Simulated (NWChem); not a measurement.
# C$_{2}$H$_{4}$GeO; SMILES C1=[CH][GeH2][O]1

```xyz
8

C      0.0017    -1.6078     0.0000
C      1.1275    -0.8577     0.0000
Ge    -0.0426     0.6641     0.0000
O     -1.1327    -0.8697     0.0000
H     -0.1197    -2.6997     0.0000
H      2.1732    -1.1541     0.0000
H     -0.2833     1.4952    -1.2705
H     -0.2833     1.4952     1.2705
```
Atoms are numbered in this order, from 1.

All runs: NWChem. All runs use the structure optimised with PBE0/def2-SVP. GIAO values for the isolated, static molecule; σ is the absolute isotropic shielding, δ = σ(reference) − σ with the isolated reference molecule computed at the same levels (13C: tetramethylsilane, 1H: tetramethylsilane, 17O: water).

What does the run give for BHandHLYP/pcSseg-1? Quantities: δ C1 (ppm); δ C2 (ppm); σ Ge3 (ppm); δ O4 (ppm); δ H5 (ppm); δ H6 (ppm); δ H7 (ppm).


```
Item         Result
-----------  ------
δ C1 (ppm)    182.9
δ C2 (ppm)     98.4
σ Ge3 (ppm)  1315.5
δ O4 (ppm)    148.7
δ H5 (ppm)     7.33
δ H6 (ppm)     4.87
δ H7 (ppm)     6.02
```
